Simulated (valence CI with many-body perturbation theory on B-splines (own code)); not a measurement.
From CI to CI+MBPT in Se10+

Calculated by relativistic CI+MBPT: six valence electrons over a frozen Dirac-Fock core [Ar], radial functions for each j: 7 s, 7 p, 8 d, 6 f, 4 g, 1 h, with the one-electron correlation potential Σ1, the two-electron term Σ2, the three-electron term Σ3, Breit, model QED; selected CI, second order for the rest, scaled by the run's own slope (own B-spline code, finite nucleus).

No measured spectrum was set against this ion. As an estimate, terms of the open shell hold to 2 to 4 % of their energy, and close levels can change places. Core correlation moves these levels by up to 5300 cm⁻¹, and in measured spectra 5 to 20 % of such shifts remained as error; rates that hang on mixing are uncertain with them. Among the levels kept, up to 730 cm⁻¹ of a level comes from second order outside the variational space, and about a tenth of that is noise between levels of different J, which matters for small intervals. Only levels of the ground parity were solved; by the run's estimate the other parity begins above the list, which can be wrong where configurations are misplaced.

Each rung adds one term. CI alone is the Dirac-Coulomb CI over the frozen core; QED comes last and gives the full result, which names the levels. Energies are above 3d⁶ ⁵D_4 on the same rung, in eV.

Names give the largest LS component (configuration and term), which can be under half, so a name can repeat, a term be missing and a line seem to break the LS rules; names also repeat where a configuration has a term twice. Letters in brackets count levels of one name in rising energy.

```tsv
Level	CI alone	Σ1	Σ2	Σ3	Breit	QED	Full
3d⁶ ⁵D_3	0.437	+0.0134	+0.0302	+0.0031	-0.0049	+0.0017	0.480
3d⁶ ⁵D_2	0.693	+0.0192	+0.0419	+0.0001	-0.0045	+0.0025	0.752
3d⁶ ⁵D_1	0.858	+0.0237	+0.0533	-0.0174	-0.0031	+0.0029	0.918
3d⁶ ⁵D_0	0.938	+0.0255	+0.0589	-0.0201	-0.0022	+0.0031	1.004
3d⁶ ³P_2 [a]	5.812	+0.0235	-0.1173	-0.3292	+0.0399	+0.0001	5.429
3d⁶ ³H_6	5.818	+0.0312	-0.0511	-0.1874	-0.0724	+0.0010	5.539
3d⁶ ³H_4	5.827	+0.0199	-0.1197	-0.1456	+0.0263	-0.0005	5.608
3d⁶ ³H_5	5.938	+0.0322	-0.0699	-0.1464	-0.0352	+0.0011	5.720
3d⁶ ³F_4 [a]	6.488	+0.0437	-0.0583	-0.1744	-0.0271	+0.0025	6.274
3d⁶ ³F_3 [a]	6.556	+0.0369	-0.1250	-0.1590	+0.0025	+0.0015	6.313
3d⁶ ³F_2 [a]	6.751	+0.0419	-0.1230	-0.1794	-0.0026	+0.0021	6.490
3d⁶ ³P_1 [a]	7.075	+0.0600	-0.0515	-0.3310	-0.0201	+0.0047	6.737
3d⁶ ³P_0 [a]	7.305	+0.0561	-0.0590	-0.2855	-0.0243	+0.0044	6.997
3d⁶ ³G_5	7.319	+0.0490	-0.1372	-0.0658	-0.0687	+0.0028	7.099
3d⁶ ³G_4	7.695	+0.0565	-0.1251	-0.0711	-0.0633	+0.0038	7.496
3d⁶ ³G_3	7.807	+0.0602	-0.1321	-0.0643	-0.0425	+0.0041	7.632
3d⁶ ¹I_6	8.957	+0.0568	-0.0521	-0.2229	-0.0960	+0.0029	8.646
3d⁶ ³D_2	9.011	+0.0479	-0.3625	+0.0647	+0.0068	+0.0015	8.770
3d⁶ ³D_1	9.079	+0.0531	-0.3479	+0.0812	+0.0094	+0.0024	8.877
3d⁶ ³D_3	9.161	+0.0532	-0.3658	+0.1142	-0.0130	+0.0023	8.952
3d⁶ ¹G_4 [a]	9.384	+0.0686	-0.0622	-0.0856	-0.0692	+0.0045	9.240
3d⁶ ¹S_0 [a]	10.557	+0.0760	-0.1644	+0.0461	-0.0093	+0.0045	10.510
3d⁶ ¹D_2 [a]	11.240	+0.0694	-0.3144	-0.4111	-0.0250	+0.0038	10.563
3d⁶ ¹F_3	12.618	+0.0627	-0.4839	-0.0834	-0.0010	+0.0017	12.114
3d⁶ ³P_0 [b]	14.125	+0.0594	-0.4868	+0.0119	+0.0506	+0.0004	13.760
3d⁶ ³P_1 [b]	14.490	+0.0685	-0.4865	+0.0044	+0.0423	+0.0014	14.120
3d⁶ ³F_4 [b]	14.791	+0.0780	-0.3382	+0.0036	-0.0262	+0.0027	14.511
3d⁶ ³F_2 [b]	14.778	+0.0795	-0.3201	-0.0078	+0.0004	+0.0028	14.533
3d⁶ ³F_3 [b]	14.999	+0.0901	-0.3055	-0.0084	-0.0352	+0.0044	14.744
3d⁶ ³P_2 [b]	15.328	+0.0928	-0.4340	+0.0158	-0.0353	+0.0046	14.972
3d⁶ ¹G_4 [b]	16.889	+0.0912	-0.3794	-0.1345	-0.0351	+0.0033	16.435
```

The middle columns are the shifts that each term adds.

**Question.** How does the ionisation energy move along the ladder, and which term matters most?

**Answer.** CI alone 281.74, + Σ1 283.63, + Σ2 291.40, + Σ3 291.54, + Breit 291.51, + QED 291.52 eV. The largest step is Σ2, 7.78 eV. NIST lists 291 ± 2.4 eV (theoretical).
